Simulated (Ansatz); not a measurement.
Cost and result for the atomization energy of CH7NSiSn, SMILES `[CH3][SnH]1[NH][SiH2]1` (11 atoms, 11 bonds).

```xyz
11

C    -0.175   -1.496    1.504
Sn   -0.099   -0.695   -0.479
N    -0.592    1.348   -0.420
Si    0.926    1.448   -1.167
H     0.254   -2.498    1.523
H     0.388   -0.846    2.171
H    -1.214   -1.545    1.831
H    -1.169   -1.554   -1.510
H    -1.413    1.929   -0.405
H     1.042    1.810   -2.610
H     2.052    2.099   -0.438
```

The species carries charge 0 and has multiplicity 1. Correlated methods include outer-core shells of Sn, which these sets cover unevenly. Sn takes the def2 core potential. All single points use the PBE0-D4/def2-TZVP geometry. Program: Ansatz. All runs use 4 threads of an AMD EPYC 9R45 on a shared host. Times are those of one run each, without the atoms' runs, and a repeat can differ threefold. Electronic energies, without spin–orbit coupling; frozen cores. CCSD(T)/CBS adds CCSD(T) − MP2 in def2-TZVPP to the MP2 limit, and its time is that of the two runs behind it. T1 = 0.014. With those shells the extrapolation isn't a true limit. B3LYP takes the VWN-RPA correlation (the form of Gaussian; ORCA's B3LYP/G).

CCSD(T)/CBS is a level of theory with its own doubt, some kJ/mol a heavy atom from the limit and from the frozen cores, so smaller differences don't rank the functionals.

```tsv
level	functions	wall time	atomization (kcal/mol)	difference from CCSD(T)/CBS	per bond
PBE-D4/def2-TZVPP (with forces)	252	0.95 s	827.9	2.1	0.2
PBE0-D4/def2-TZVPP	252	1.1 s	815.9	-9.9	-0.9
r2SCAN-D4/def2-TZVPP (with forces)	252	1.6 s	819.0	-6.8	-0.6
B3LYP-D4/def2-TZVPP (with forces)	252	1.8 s	819.5	-6.3	-0.6
B2PLYP/def2-TZVPP	252	2 s	808.5	-17.3	-1.6
ωB97X-V/def2-TZVPP	252	2.8 s	826.3	0.5	0.0
ωB97M-V/def2-TZVPP (with forces)	252	3.8 s	821.1	-4.7	-0.4
MP2/def2-QZVPP	476	7 s	815.6	-10.2	-0.9
CCSD(T)/def2-TZVPP	252	49 s	799.3	-26.5	-2.4
CCSD(T)/CBS(def2)	–	56 s	825.8	0.0	0.0
```

In def2-TZVPP, CCSD(T) changes the Hartree–Fock value by +227.7 kcal/mol (the triples alone add +13.2 kcal/mol) and MP2 by +228.1 kcal/mol; breaking electron pairs costs correlation energy, which Hartree–Fock lacks. From PBE to PBE0 (25 % exact exchange), in def2-TZVPP and without D4, the atomization energy moves by −11.2 kcal/mol: exact exchange takes away binding that semilocal exchange gives to molecules. The D4 term adds +9.2 kcal/mol with B3LYP and +4.8 kcal/mol with PBE0; it sums over pairs of atoms, weighted by their polarisabilities, and B3LYP, whose exchange is more repulsive, gets the larger term.

Spin–orbit coupling would lower the free Sn atoms strongly, and the atomization energy with them, by more than many differences here. For some Ge, Se and Sn compounds the MP2-based and the directly extrapolated limit differ by 10 to 25 kJ/mol.
